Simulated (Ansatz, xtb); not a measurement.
**CH2Cl2FIn: which of two isomers lies lower**

We compare X, `[F][In]([Cl])[CH2]Cl`, a singlet, with Y, `F[CH2][In]([Cl])[Cl]`, a singlet. Both are isolated molecules in the gas phase, relaxed with PBE0-D3(BJ)/def2-SVP; the shapes shown needn't be the lowest conformers.

X (Å):

```yaml
atoms:
  - { symbol: C, position_ang: [-0.4673, 2.3011, 1.5373] }
  - { symbol: Cl, position_ang: [0.0469, 0.3102, -1.9354] }
  - { symbol: Cl, position_ang: [0.7836, 1.2476, 2.2255] }
  - { symbol: F, position_ang: [-2.9600, 1.9594, -1.0011] }
  - { symbol: In, position_ang: [-1.1432, 1.5749, -0.3798] }
  - { symbol: H, position_ang: [-1.3248, 2.3440, 2.2217] }
  - { symbol: H, position_ang: [-0.0576, 3.3125, 1.4128] }
```

Y (Å):

```yaml
atoms:
  - { symbol: C, position_ang: [0.9984, 0.4560, 0.4363] }
  - { symbol: Cl, position_ang: [-1.9360, 2.8158, -0.7669] }
  - { symbol: Cl, position_ang: [-2.2697, -1.0338, -1.3568] }
  - { symbol: F, position_ang: [1.3674, -0.8534, 0.4754] }
  - { symbol: In, position_ang: [-0.9497, 0.7014, -0.5080] }
  - { symbol: H, position_ang: [1.7320, 1.0437, -0.1398] }
  - { symbol: H, position_ang: [0.9355, 0.8669, 1.4574] }
```

Q: Estimate E(Y) − E(X) at the level CCSD(T)/def2-SVP + ΔMP2/def2-TZVPP.

A: Calculated at CCSD(T)/def2-SVP + ΔMP2/def2-TZVPP: E(Y) − E(X) = −24.1 kJ/mol, so structure Y lies lower.

Level by level:

| level | geometry | E(Y) − E(X) (kJ/mol) | departure from the last row (kJ/mol) | job, with rough time for the two |
| --- | --- | --- | --- | --- |
| PBE0-D3(BJ)/def2-SVP | PBE0-D3(BJ)/def2-SVP | −45.8 | −21.7 | optimisation, 2.2 min |
| HF/def2-SVP | PBE0-D3(BJ)/def2-SVP | −55.7 | −31.6 | part of the CCSD(T) run |
| MP2/def2-SVP | PBE0-D3(BJ)/def2-SVP | −22.0 | +2.1 | part of the CCSD(T) run |
| CCSD(T)/def2-SVP | PBE0-D3(BJ)/def2-SVP | −30.8 | −6.7 | single point |
| CCSD(T)/def2-SVP + ΔMP2/def2-TZVPP | PBE0-D3(BJ)/def2-SVP | −24.1 |  | single point, 43 s |

As drawn, Y has 1 C–F, 1 Cl–In in place of 1 F–In, 1 C–Cl.

None of the levels shown reverses the order. The largest departure from CCSD(T)/def2-SVP + ΔMP2/def2-TZVPP is that of HF/def2-SVP, 31.6 kJ/mol. Levels run at GFN2-xTB geometries aren't shown. The last row adds to CCSD(T) the change of the MP2 difference between the two basis sets, here +6.7 kJ/mol.

With harmonic frequencies from PBE0-D3(BJ)/def2-SVP (ideal gas, rigid rotor, one conformer each, 298.15 K, 1 atm): on the last row, ΔE + ΔZPE = −21.7 kJ/mol. A mode under 50 cm⁻¹ makes harmonic enthalpies and free energies unreliable, so none is given.

The correlated steps freeze 16 core orbitals; the filled d shell of In is correlated, in a basis made for valence electrons. Atoms past krypton carry core potentials in the def2 sets and no spin–orbit term is included. Codes used: Ansatz 0.2.0; the last row on 1 thread of Intel(R) Xeon(R) Platinum 8488C (Sapphire Rapids) on a shared host.
